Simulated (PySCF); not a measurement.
Zn(I)(SiH3) (H3ISiZn), SMILES [SiH3][Zn][I].

Geometry: r2SCAN-D4/def2-SVP. The def2 effective core potentials stand for the cores of I; spin–orbit coupling is left out.

These are PySCF 2.14.0 with IEF-PCM-B3LYP/def2-SVP values and carry that method's errors.

The values are the electrostatic part of the solvation free energy, E(continuum) − E(gas) at the gas-phase geometry, in a cavity of scaled van der Waals radii (PySCF's table); cavitation and dispersion terms are not included. A continuum can't describe solvent molecules that bind to the metal. In vacuum the orbital gap is 6.21 eV. The dipole moment in vacuum is 1.70 D.

| solvent | ε | ΔG(elec) (kcal/mol) | dipole (D) | gap (eV) |
|---|---|---|---|---|
| water | 78.36 | -12.0 | 2.40 | 6.78 |
| tetrahydrofuran | 7.43 | -9.3 | 2.29 | 6.65 |
| ethanol | 24.85 | -11.3 | 2.37 | 6.75 |
